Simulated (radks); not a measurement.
Results of a calculation; reference values are marked as such.
All-electron atom: Pt+ in [Xe] 4f14 5d9 (the NIST ground configuration).

Level of theory: scalar-relativistic Kohn-Sham, r2SCAN, spin-polarised, spherical densities, finite nucleus; open shells are filled with parallel spins first (spin-orbit coupling, left out, can overturn this in heavy ions); meta-GGA in the generalised Kohn-Sham scheme; Fermi nuclear charge, rms radius 5.427 fm; hard spherical wall at 2.5 bohr (a radial shooting solver on a logarithmic mesh with Libxc functionals).

Energy parts (eV):
| part | energy |
|---|---|
| total | -500925.86 |
| kinetic | 558856.38 |
| electron-nucleus | -1246150.20 |
| Hartree | 196061.02 |
| exchange-correlation | -9693.06 |

Orbitals (lengths in bohr, moments of r in powers of bohr; <r^-3> diverges for s and p1/2; r(90%) holds 90 % of the orbital's charge):
orbital,occ.,eigenvalue (eV),r(90%),<r^-3>
1s up,1,-78479.39,0.0313,-
1s down,1,-78479.40,0.0313,-
2s up,1,-13800.69,0.112,-
2s down,1,-13800.56,0.112,-
2p up,3,-11957.19,0.106,24240
2p down,3,-11957.09,0.106,24240
3s up,1,-3240.175,0.274,-
3s down,1,-3240.159,0.274,-
3p up,3,-2700.907,0.281,5532
3p down,3,-2700.880,0.281,5532
3d up,5,-2114.377,0.264,689.5
3d down,5,-2114.299,0.264,689.5
4s up,1,-690.4679,0.595,-
4s down,1,-690.3659,0.595,-
4p up,3,-512.8890,0.640,1316
4p down,3,-512.8048,0.640,1315
4d up,5,-295.9889,0.699,143.1
4d down,5,-295.8918,0.699,143.1
4f up,7,-55.7483,0.843,26.83
4f down,7,-55.5972,0.842,26.86
5s up,1,-92.0832,1.39,-
5s down,1,-91.3752,1.39,-
5p up,3,-46.9883,1.60,203.8
5p down,3,-46.1143,1.60,205.2
5d up,5,6.9954,1.85,16.27
5d down,4,7.9888,1.85,16.34
5f up,0,60.9581,2.03,3.450
5f down,0,61.9099,2.03,3.425
6s up,0,32.4968,2.08,-
6s down,0,33.3343,2.08,-
6p up,0,58.9482,2.11,160.0
6p down,0,59.7160,2.11,159.8

The highest occupied level is 5d down at 7.989 eV. Summed over all electrons, <r^2> = 37.07 bohr^2, which gives a Langevin (diamagnetic) susceptibility term of -29.4 x 10^-6 cm^3/mol. The electron density at the nucleus is 2.115e+06 e/bohr^3 (large components only).
